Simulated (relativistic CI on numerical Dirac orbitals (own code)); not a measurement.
## Cr5+: resonant inelastic scattering at the M2,3 edge

Computed with this model: Dirac-Coulomb-Breit CI, KLI orbitals optimised for each configuration, a model potential for QED, valence Slater integrals scaled by 0.8, Kramers-Heisenberg scattering through one core-hole configuration in a parametric crystal field; configurations [Ar] 3d → [Ne] 3s2 3p5 3d2; 300 K; core-hole width 0.8 eV; summed over polarisations. Incident energies are the highest absorption maxima for each field (at most a few, so the weaker spin-orbit partner edge can be absent), on the computed scale of the free ion. Intensities are in per cent of the strongest line above 0.02 eV; levels within 1 cm⁻¹ are merged; final levels count from the ground level, the first row holds all elastic scattering, lines under 0.4 are left out and each table stops after 24 rows. The scale of the Slater integrals is a model choice and moves the terms in proportion.

Field parameters in Wybourne normalisation: D3d B²₀ = −7Dσ, B⁴₀ = −14Dq − 21Dτ, B⁴₃ = −14√(10/7) Dq; Td as Oh with Dq negative (B⁴₀ = 21Dq, B⁴₄ = √(5/14) B⁴₀). The field is a parameter set, without covalency.

S is read from ⟨S²⟩ = S(S + 1).

D3d, 10Dq = 25050, Dσ = -200, Dτ = 110 cm⁻¹:

| Final level (eV) | Degeneracy | Irrep | S | 57.4 eV | 61.7 eV | 64.3 eV |
| --- | --- | --- | --- | --- | --- | --- |
| 0.000 | 2 | Γ4 | 0.50 | 192.3 | 198.2 | 22.0 |
| 0.008 | 2 | Γ5+Γ6 | 0.50 | 17.2 | 53.0 | 3.1 |
| 0.074 | 2 | Γ4 | 0.50 | 16.7 | 100.0 | 4.5 |
| 3.189 | 2 | Γ4 | 0.50 | 19.8 | 28.7 | 38.6 |
| 3.191 | 2 | Γ5+Γ6 | 0.50 | 18.2 | 28.1 | 38.3 |

Td, 10Dq = -7550 cm⁻¹:

```csv
Final level (eV),Degeneracy,Irrep,S,56.6 eV,61.2 eV,61.9 eV
0.000,4,Γ8,0.50,108.3,88.5,231.2
0.920,4,Γ8,0.50,60.4,71.2,100.0
0.984,2,Γ7,0.50,17.4,38.4,56.0
```

D3d, 10Dq = 15350, Dσ = -690, Dτ = 50 cm⁻¹:

```tsv
Final level (eV)	Degeneracy	Irrep	S	56.7 eV	61.6 eV	63.2 eV
0.000	2	Γ5+Γ6	0.50	183.3	219.8	39.4
0.050	2	Γ4	0.50	14.3	43.5	6.0
0.255	2	Γ4	0.50	14.9	100.0	12.1
2.043	2	Γ4	0.50	22.6	46.8	47.0
2.051	2	Γ5+Γ6	0.50	26.6	34.9	47.6
```

For the first field the strongest loss at the lowest incident energy is the level at 3.19 eV (S = 0.50, against 0.50 in the thermal ground state).
